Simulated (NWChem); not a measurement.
Molecule: CH4F2OSi; SMILES O[Si@@H](F)CF

```xyz
9

O      1.5962     0.3778     0.4264
Si    -0.0372     0.5768     0.3544
F     -0.4598     1.6860    -0.7384
C     -0.7447    -1.0945    -0.2059
F      0.2314    -1.6538    -1.0635
H      1.9081    -0.2954    -0.2000
H     -0.5237     1.0405     1.6704
H     -0.8962    -1.7891     0.6308
H     -1.6866    -1.0216    -0.7619
```
Atoms are numbered in this order, from 1.

Results from NWChem. Pople sets run with spherical d functions. All runs use the structure optimised with B3LYP/6-31G* (spherical d). Level: B3LYP/6-31G* with SMD (1 M gas to 1 M solution), gas-phase geometry. Reactions with the solvent are ignored.

For solvent toluene:

cavity-dispersion-structure term (kcal/mol): -0.3
dipole in solution (D): 2.31

How do the values read with solvent water instead?


- cavity-dispersion-structure term (kcal/mol): 3.6
- dipole in solution (D): 2.60
